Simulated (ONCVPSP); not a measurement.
Configuration tests for phosphorus (ONCV)

P (Z = 15), optimised norm-conserving Vanderbilt (ONCV), made with ONCVPSP 4.0.1 (PBE, scalar-relativistic). Core [Ne], reference 3s2 3p3. Waves: 3s: rc 1.60 bohr, ncon 5, nbas 10, qcut 4.9 1/bohr, 2 projectors, debl 2.3 Ha; 3p: rc 1.85 bohr, ncon 3, nbas 6, qcut 3.8 1/bohr, 2 projectors, debl 1.3 Ha. Local part: polynomial inside 1.55 bohr (lpopt 5, dvloc0 0 Ha). Core correction: polynomial model core, fcfact 0.25.

Energies are relative to the spin-unpolarised reference configuration 3s2 3p3; without spin polarisation the order of configurations can differ from experiment.

Q: Give the all-electron excitation energy and the error of the potential for: 3s2 3p2; 3s2 3p1; 3s2 3p0; 3s1 3p3.

A:

```csv
valence configuration,charge,ΔE all-electron (eV),error AE − PS (meV)
3s2 3p2,+1,9.730,+0.6
3s2 3p1,+2,28.877,+7.1
3s2 3p0,+3,58.616,+31
3s1 3p3,+1,18.850,+5.1
```

Levels in the configuration 3s2 3p1:

```json
{"level": "3s", "all-electron (eV)": "-33.956", "pseudo (eV)": "-33.937"}
{"level": "3p", "all-electron (eV)": "-24.275", "pseudo (eV)": "-24.261"}
```
